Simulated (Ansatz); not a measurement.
System: H3SiO3F, charge 0, singlet. H3SiO3F (SMILES O[Si](O)(O)F).
B3LYP-D3(BJ)/def2-TZVP minimum from Ansatz (a quantum-chemistry and plane-wave program):
```xyz
8

O     -0.3992     0.1055    -1.5756
Si     0.0136    -0.0033    -0.0096
O      0.5417    -1.5025     0.3195
O      1.1746     1.0786     0.3320
F     -1.2714     0.3075     0.8921
H     -1.0893    -0.4673    -1.9183
H      0.8076    -1.7184     1.2164
H      0.9968     2.0128     0.2002
```

Atomisation energy term by term, kcal/mol (programs: Ansatz). Open shells are spin-unrestricted; no spin-orbit coupling. Cores are frozen in correlated methods. Rows without X2C or -DK are non-relativistic. CBS(X,Y): correlation extrapolated as X^-3, Hartree-Fock from the larger set. A bracket is a step between two methods taken in the basis named. 'core' is core correlation in cc-pwCVTZ (1s frozen past Ne), 'X2C' scalar relativity in cc-pVTZ-DK, both at CCSD(T). For partners of very few electrons the exact lower level stands in for a higher one.

```tsv
term	basis	kcal/mol
Hartree-Fock	cc-pV(Q+d)Z	578.30
CCSD correlation	CBS(cc-pV(T+d)Z,cc-pV(Q+d)Z)	230.22
(T)	CBS(cc-pV(T+d)Z,cc-pV(Q+d)Z)	15.47
CCSDT(Q) - CCSD(T)	cc-pV(D+d)Z	1.05
core correlation	cc-pwCVTZ	1.32
scalar relativity	X2C, cc-pVTZ-DK	-2.07
sum: De		824.3
```
